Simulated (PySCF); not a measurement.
## Structure revision by computed shifts

A compound C7H12BP gives the data below (simulated from a calculation) and was assigned the structure `[BH3-][P@H+]1C=C[C@@H](C=C)C=C1`.

13C{1H} NMR (computed): δ 156.9 (C), 151.0 (CH), 149.4 (CH2), 142.2 (CH), 137.3 (CH), 134.1 (CH), 16.7 (CH3).

1H NMR (600 MHz, computed): δ 7.09 (m, 1H), 7.01 (m, 1H), 6.71 (m, 1H), 6.65 (m, 1H), 6.45 (m, 1H), 5.72 (m, 1H), 2.12 (m, 3H), 1.00 (br, 3H).

PySCF 2.14 calculation with coordinates at the PBE0-D3(BJ)/def2-SVP level and GIAO PBE0/pcSseg-1 shieldings; one conformer, gas phase, one averaged value for each set of equivalent atoms, relativity neglected.

Referencing at the same level of theory: TMS for 1H (31.27 ppm) and 13C (184.41 ppm).

Question: Compare with the shifts computed for the proposed structure, pairing carbons in order of shift.

Answer: Numbering as in the mapped SMILES `[BH3-:1][P@H+:2]1[CH:3]=[CH:4][C@@H:5]([CH:6]=[CH2:7])[CH:8]=[CH:9]1`. Hydrogens are named by the atom that carries them.

| atom | computed for proposal | given list | difference |
| --- | --- | --- | --- |
| C4 | 151.2 | 156.9 | -5.7 |
| C8 | 151.2 | 151.0 | +0.2 |
| C6 | 146.4 | 149.4 | -3.0 |
| C7 | 125.8 | 142.2 | -16.4 |
| C3 | 123.3 | 137.3 | -14.0 |
| C9 | 123.3 | 134.1 | -10.8 |
| C5 | 49.5 | 16.7 | +32.8 |

The rms difference is 15.6 ppm and the largest +32.8 ppm at C5 (allylic sp3 CH). The proposal also would give 5 carbon signals, not 7. The carbon types in order of shift don't match either: CH, CH, CH, CH2, CH, CH, CH for the proposal against C, CH, CH2, CH, CH, CH, CH3 in the data. The proposal doesn't fit.

Question: Which isomer fits?

Answer: SMILES [BH3-][P@+]1(C=C)C=CC=C1C.

δC 156.9: fully substituted alkene carbon; the olefinic region. δC 151.0, 142.2, 137.3, 134.1: alkene CH; the olefinic region. δC 149.4: terminal =CH2 carbon; as expected for a trigonal carbon in a double bond. δH 2.12: hydrogen on an allylic methyl carbon; allylic position.

This is the structure that produced the data.

Hydrogens on boron are broadened and split by 11B (spin 3/2, 80 %) and 10B (spin 3). Splittings by 31P in the carbon and heteronuclear signals aren't shown, as no couplings were computed. Shifts are as computed. Against solution values, carbons near 30 ppm lie about +2 ppm off and those near 130 ppm about +5 ppm. Of 1313 compounds with measured shifts, 239 miss one by over three times the rms of a fit or turn the order of signals round; such compounds aren't used in these exercises. Multiplicities follow the n + 1 count of equivalent neighbours, as no J values were calculated; m marks all less simple cases, F and P coupling included.
